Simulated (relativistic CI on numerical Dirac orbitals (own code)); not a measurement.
## What each ingredient does to the levels of Mo¹⁶⁺

Base calculation: Dirac-Coulomb-Breit CI, KLI orbitals optimised for each configuration, model QED (radiative potential, 1s self-energy scaled to tabulated hydrogen-like ionisation energies), unscaled Slater integrals.

Configuration list (outside the closed core [Ne]): 3s2 3p6 3d8, 3s2 3p5 3d9, 3s2 3p4 3d10, 3s 3p6 3d9, 3p6 3d10, 3s2 3p6 3d7 4s, 3s2 3p6 3d7 4p, 3s 3p5 3d10, 3s2 3p6 3d7 4d, 3s2 3p6 3d6 4s2, 3s2 3p6 3d7 4f, 3s2 3p6 3d6 4s 4p, 3s2 3p5 3d8 4s, 3s2 3p4 3d9 4s, 3s2 3p6 3d7 5s, 3s2 3p6 3d6 4p2. Levels of other configurations are missing.

The lowest level and the first level of each name with at least 55 % of one term (blank where a level has no safe partner in the second run):

```
            Level  Base (cm⁻¹)  Shift (cm⁻¹)
 3s2 3p6 3d8 3F_4            0             0
 3s2 3p6 3d8 3F_3        24111           -12
 3s2 3p6 3d8 3F_2        27186          +724
 3s2 3p6 3d8 3P_0        70193          +536
 3s2 3p6 3d8 3P_1        72302          +425
 3s2 3p6 3d8 1G_4        86010           +89
 3s2 3p6 3d8 1S_0       176326         +1717
3s2 3p5 3d9 3F°_4      1272569         +2790
3s2 3p5 3d9 1D°_2      1296160         +5279
3s2 3p5 3d9 3F°_3      1325552         +4110
3s2 3p5 3d9 3P°_1      1372655         +8730
3s2 3p5 3d9 3P°_0      1376916         +8446
3s2 3p5 3d9 3D°_3      1393261         +7318
3s2 3p5 3d9 3D°_1      1414779        +12769
```

At this charge energies of transitions that change n are usually good to better than 1 %, and those within a shell (Δn = 0) to a few per cent. Terms inside the open d or f shell come out 10 to 20 % too wide with unscaled integrals.

Question: One thing was changed in a second run, which moved the levels as shown. Which?
A. Breit term removed
B. only the first 3 configurations
C. QED terms removed

Answer: B. Only the first 3 configurations. With fewer configurations the levels that remain lose their mixing partners.

LS names give the leading component of a level, which can be under half, so a name can repeat, a term be missing and a line seem to break the LS rules.
